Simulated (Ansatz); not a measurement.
Computed with Ansatz on PBE0-D4/def2-TZVP structures; ΔE is electronic, products minus reactants. CBS: MP2 limit from def2 TZ/QZ plus the TZ coupled-cluster correction, frozen cores. Functionals use def2-TZVPP. B3LYP here is the variant with VWN-RPA as its local correlation; programs differ in this. Each species was taken in one conformer, which may not be the lowest.

Reaction (formal exchange of groups at the Si–C bond): `C=C[Si](C)(F)Cl` + `CCOC#N` → `CCO[Si](C)(F)Cl` + `C=CC#N`

| level | ΔE (kJ/mol) |
| --- | --- |
| ωB97M-V | -175.3 |
| B2PLYP | -179.2 |
| B3LYP | -175.9 |
| CCSD(T)/def2-TZVPP | -179.4 |

Task: What does CCSD(T)/CBS give? (Best estimate.)

Result: Computed: -181.5 kJ/mol. The listed levels differ from it by 6.2, 2.3, 5.6, 2.1 kJ/mol.

Largest T1 diagnostic among the species: 0.014.

In def2-TZVPP, CCSD(T) changes the Hartree–Fock value by +7.0 kJ/mol (the triples alone add +2.3 kJ/mol) and MP2 by +3.1 kJ/mol. From PBE to PBE0 (25 % exact exchange), in def2-TZVPP and without D4, ΔE moves by −6.0 kJ/mol.
